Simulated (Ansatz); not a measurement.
CHN2, SMILES `N#C[NH+]` (lower triplet) (charge 1, multiplicity 3). This triplet lies 1.19 eV below the relaxed singlet at the level B3LYP/cc-pVTZ // PBE0-D3(BJ)/def2-TZVP (Ansatz, a quantum-chemistry and plane-wave program).

These are BLYP/cc-pVTZ // PBE0-D3(BJ)/def2-TZVP in Ansatz values and carry that method's errors.

Ansatz 0.2 input:
```yaml
crystal:
  periodic: [false, false, false]
  atoms:
    - { symbol: N, position_ang: [1.77732, 0.180587, 0.211798] }
    - { symbol: C, position_ang: [0.508724, 0.051746, 0.060736] }
    - { symbol: N, position_ang: [-0.64027, -0.064956, -0.076137] }
    - { symbol: H, position_ang: [-1.645774, -0.167378, -0.196397] }
basis:
  gaussian: { orbitals: cc-pVTZ }
hamiltonian:
  xc: blyp
total_charge: 1
magnetization:
  spin_polarized: true
  initial_magnetization: 2
```

Output:

```
Functional definition: BLYP
574 factors; their error is unknown
mean field evaluation 1: about -4012.1909 eV, gradient 5.0e1 eV
mean field evaluation 2: about -3982.9870 eV, gradient 8.5e1 eV
mean field evaluation 4: about -4020.8766 eV, gradient 5.0e0 eV
mean field evaluation 8: about -4021.0159 eV, gradient 1.6e-1 eV
mean field evaluation 16: about -4021.0064 eV, gradient 4.8e-5 eV
mean field -4021.00639778 eV, -147.7692595823 hartree, gradient 4.8e-5 eV, S^2 2.021143; 0 other end points of the search recorded, 0 dependent functions left out
reference -4021.00658472 eV, -147.7692664524 hartree; 11, 9 occupied and 93, 95 virtual orbitals, 574 factors
Total energy: -4021.00658472 eV, -147.7692664524 hartree
```
